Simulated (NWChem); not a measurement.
Molecule: C₂H₇BS; SMILES CB(C)S

```xyz
11

B     -0.0019    -0.3793     0.0222
C      1.3591    -1.1567    -0.1289
H      1.4063    -1.5942    -1.1423
H      1.3941    -2.0123     0.5667
H      2.2639    -0.5496     0.0177
C     -1.3791    -1.1405     0.0242
H     -1.4032    -1.9184    -0.7570
H     -2.2696    -0.5048    -0.0849
H     -1.4713    -1.6803     0.9845
S      0.1149     1.4068     0.2115
H     -1.2025     1.7022     0.2799
```
Atoms are numbered in this order, from 1.

Results from NWChem. Pople sets run with spherical d functions. STO-3G and 3-21G are far too small for this property and stand as cheap habits. Structure relaxed at the PBE0/def2-SVP level. B3LYP is NWChem's, with the RPA form of VWN correlation. GIAO values for the isolated, static molecule; σ is the absolute isotropic shielding, δ = σ(reference) − σ with the isolated reference molecule computed at the same levels (11B: boron trifluoride, 13C: tetramethylsilane, 1H: tetramethylsilane).

For level Hartree-Fock/STO-3G:

| Property | Result |
|---|---|
| δ B1 (ppm) | 75.6 |
| δ C2 (ppm) | 13.4 |
| δ H3 (rotor mean) (ppm) | 0.98 |
| σ S10 (ppm) | 748.0 |
| δ H11 (ppm) | 1.04 |

Question: What are these values for level B3LYP/6-31G*?

Answer: The δ B1 (ppm) is 60.5, the δ C2 (ppm) comes out as 10.3 and the δ H3 (rotor mean) (ppm) comes out as 0.81. The σ S10 (ppm) comes out as 497.2 and the δ H11 (ppm) is 2.53.
